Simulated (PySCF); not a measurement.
B(Cl)(OH)(SeH) (BClH2OSe), SMILES B(O)(Cl)[SeH]. The structure is a stationary point at ωB97X-D3(BJ)/def2-SVP. The values are those of a single conformer.

Method: ωB97X-D3(BJ)/def2-SVP run with PySCF.

Harmonic wavenumbers (cm⁻¹): 192, 311, 326, 458, 499, 564, 733, 861, 1127, 1391, 2507, 3889. Rotational constants (GHz): 6.286, 1.874, 1.444; symmetry number 1.

Task: Work out the zero-point energy and the ideal-gas rigid-rotor harmonic-oscillator thermochemistry at 298.15 K and 1 atm.

Result: ZPE = ½ Σ hcν = ½ × 12859 cm⁻¹ = 76.92 kJ/mol. H − E(el) = 92.67 kJ/mol. Entropy in J/(mol K): translation 170.66, rotation 114.38, vibration 30.53, total 315.58. G − E(el) = -1.42 kJ/mol. Cp = 77.27 J/(mol K).
